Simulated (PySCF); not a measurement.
**Excitation energy of Al²⁺ by level of theory**

Al²⁺ [Ne] 3s1 (2S) → Al²⁺ [Ne] 3d1 (2D), as a difference of total energies. Computed with PySCF 2.14 in aug-cc-pV(Q+d)Z (7s6p5d3f2g, 89 functions), with the non-relativistic Hamiltonian (point nucleus). The calculations carry no spin-orbit coupling.

```csv
method,excitation energy (eV)
UHF,14.138
LDA,14.046
PBE,13.712
PBE0,13.842
r2SCAN,13.759
BLYP,13.758
revPBE,13.525
B97-3,13.592
TPSS,13.555
```

The promoted electron is Rydberg-like, and one or two diffuse shells describe it only roughly, which tends to raise the upper state.
